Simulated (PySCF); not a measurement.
# One molecule, several mistakes: AlCFH3O

These are calculations, not measurements. The program is PySCF 2.14.0, an open-source quantum chemistry code, run on an isolated molecule that a program drew, which may never have been made. The molecule is AlCFH3O (charge 0, doublet), drawn as the SMILES string `C[O][Al][F]`.

Each row is a Hartree-Fock (HF) and frozen-core CCSD(T) single point in the cc-pV(D+d)Z basis, meant for a local HF minimum. Run 1 is clean. Each other run has one planted mistake out of seven kinds, and not every kind appears here: one electron removed, one electron added, multiplicity raised by two, geometry at a saddle point, minimal basis STO-3G, one bond length entered in bohr, all coordinates scaled. The reference is restricted for singlets and unrestricted otherwise, and also for a bond in bohr. Adding or removing an electron swaps singlet and doublet. Electrons count all cores. HOMO and LUMO are orbital energies over both spins, the gradient is its largest component, and the lowest frequency (negative if imaginary) is given only where the gradient is small. Bond lengths are over the 6 bonds as drawn. T1 is the CCSD diagnostic: over 0.02 (restricted) or 0.045 (unrestricted) a single reference is doubtful.

Geometry of the clean run:
```xyz
7
AlCFH3O, angstrom
C    -2.5825   -0.4912    0.7059
O    -2.5979    0.7270    0.0260
Al   -1.6272    1.8788   -0.6912
F     0.0162    1.6516   -0.6883
H    -3.1571   -1.2344    0.1495
H    -3.0408   -0.3733    1.6899
H    -1.5651   -0.8684    0.8400
```

| run | electrons | basis functions | <S^2> | HOMO (eV) | LUMO (eV) | gradient (hartree/bohr) | lowest frequency (cm^-1) | mean bond (Å) | longest bond (Å) | T1 | HF (hartree) | CCSD(T) (hartree) | mistake |
|---|---|---|---|---|---|---|---|---|---|---|---|---|---|
| 1 | 39 | 80 | 0.752 | -9.35 | 0.78 | 1.8e-06 | 63 | 1.3332 | 1.668 | 0.0154 | -455.93547 | -456.52708 | no fault |
| 2 | 39 | 80 | 1.464 | -9.55 | 0.59 | 3.1e-02 | - | 1.4951 | 2.063 | 0.0548 | -455.81237 | -456.40351 | one bond length entered in bohr |
| 3 | 38 | 80 | 0.000 | -17.44 | -8.30 | 7.2e-02 | - | 1.3332 | 1.668 | 0.0185 | -455.61078 | -456.20645 | one electron removed |
| 4 | 40 | 80 | 0.000 | -0.57 | 7.62 | 6.2e-02 | - | 1.3332 | 1.668 | 0.0150 | -455.92931 | -456.55375 | ? |

**Which mistake was planted in run 4, and what did it cost?**

It counts 40 electrons, one more than the clean run, at the same geometry and basis. So the mistake is: one electron added. Subtracting run 1 and multiplying by 627.51 kcal/mol a hartree, the energy moved by 3.9 kcal/mol in HF and -16.7 kcal/mol in CCSD(T).

Cautions from the logs. Run 2: T1 is over the limit, so its CCSD(T) energy is less reliable.
